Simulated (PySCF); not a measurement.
Computed XPS line lists of a few unrelated compounds.

Computed, not measured: delta-SCF UKS SCAN, pcX-2 on the ionised atom, pcseg-1 elsewhere, spin-free X2C (PySCF 2.14.0). Geometries: PBE0-D3(BJ)/def2-SVP; isolated species, one conformer each.

Line lists (1s up to Mg, 2p3/2 beyond, nothing for Ge; areas count atoms within a level, one atom standing for each set equivalent by bonding):
1. C 1s: 290.53 (area 2), 290.68 (area 1), 291.50 (area 2), 293.04 (area 1) eV; N 1s: 405.44 eV; O 1s: 536.25 eV
2. C 1s: 290.10 (area 1), 290.33 (area 1), 290.47 (area 1), 290.50 (area 1), 290.52 (area 1) eV; Si 2p3/2: 106.46 eV
3. C 1s: 288.94 (area 1), 292.48 (area 1), 292.59 (area 1) eV; N 1s: 403.97 eV; O 1s: 538.95 eV
4. C 1s: 290.47 (area 1), 291.90 (area 1) eV; N 1s: 404.09 eV; O 1s: 537.15 eV; Si 2p3/2: 106.94 eV

Structures:
A. `CC[O][GeH2][NH][SiH3]`
B. `CN(C)C(=O)C1CC1`
C. `CCCCC[SiH3]`
D. `C=C(OC)[N]([GeH3])[GeH3]`

Q: Which list belongs to which compound?

A: 
- 1 = B: no other candidate has these counts of sites. C 1s: 290.53 three-membered-ring carbon (×2), 290.68 sp3 carbon next to a carbonyl, 291.50 N-methyl carbon (×2), 293.04 amide carbonyl carbon; N 1s: 405.44 amide nitrogen; O 1s: 536.25 amide oxygen.
- 2 = C: no other candidate has this set of levels. C 1s: 290.10 sp3 carbon bound to silicon, 290.33 chain CH2 carbon, 290.47 chain CH2 carbon, 290.50 chain CH2 carbon, 290.52 methyl carbon; Si 2p3/2: 106.46 SiH3 silicon.
- 3 = D: no other candidate has these counts of sites. C 1s: 288.94 terminal =CH2 carbon, 292.48 methoxy carbon, 292.59 vinylic carbon bearing oxygen; N 1s: 403.97 nitrogen bonded to C and 2 Ge; O 1s: 538.95 ether oxygen.
- 4 = A: no other candidate has this set of levels. C 1s: 290.47 methyl carbon, 291.90 sp3 carbon bound to oxygen; N 1s: 404.09 silicon-bound nitrogen; O 1s: 537.15 oxygen bonded to C and Ge; Si 2p3/2: 106.94 SiH3 silicon.

Spin–orbit and ligand-field terms were added within each 2p shell after the spin-free SCF. 1 of these hole states is spin-contaminated (⟨S²⟩ 0.87, against 0.75; counted from 0.85) and less certain.
